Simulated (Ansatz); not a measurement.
Ansatz (a quantum-chemistry and plane-wave program) job for Mg(I)(SMe) (CH₃IMgS), SMILES C[S][Mg][I], PBE0/def2-SVPD. The structure is a stationary point at PBE0-D3(BJ)/def2-SVP. The def2 effective core potentials stand for the cores of I; spin–orbit coupling is left out. Other conformers were not sampled.

Ansatz 0.2 input:
```yaml
crystal:
  periodic: [false, false, false]
  atoms:
    - {symbol: Mg, position_ang: [-0.00850826, -0.59903296, -0.58146199]}
    - {symbol: I, position_ang: [0.46018339, 0.97943324, 1.37559619]}
    - {symbol: S, position_ang: [-0.39040570, -2.04398604, -2.32820198]}
    - {symbol: C, position_ang: [-1.89991722, -1.37401246, -3.12376939]}
    - {symbol: H, position_ang: [-2.76761352, -1.39089471, -2.44969937]}
    - {symbol: H, position_ang: [-2.12222499, -2.02787486, -3.97816000]}
    - {symbol: H, position_ang: [-1.75178756, -0.35494542, -3.50734722]}
basis:
  gaussian:
    orbitals: def2-SVPD
hamiltonian:
  xc: {name: PBE0}
```

Program output:

```
WARN ansatz: RAYON_NUM_THREADS=1 ignored (pool sized by the plan → 1); use --threads N
Functional definition: PBE0
integrals: 0.07 GiB planned
1293 factors; their error is unknown
mean field: 0.57 GiB planned
mean field evaluation 1: about -25452.1369 eV, gradient 3.6e1 eV
mean field evaluation 2: about -25449.8757 eV, gradient 4.5e1 eV
mean field evaluation 4: about -25455.8225 eV, gradient 9.4e-1 eV
mean field evaluation 8: about -25456.0833 eV, gradient 2.1e-1 eV
mean field evaluation 16: about -25456.0834 eV, gradient 2.4e-5 eV
mean field -25456.08337313 eV, -935.4938092094 hartree, gradient 2.4e-5 eV, S^2 0.000000; 0 other end points of the search recorded, 0 dependent functions left out
reference -25456.08342383 eV, -935.4938110728 hartree; 31, 31 occupied and 96, 96 virtual orbitals, 1293 factors
Total energy: -25456.08342383 eV, -935.4938110728 hartree
```

Self-consistency was reached.

Cost: roughly 2.8 core-seconds.
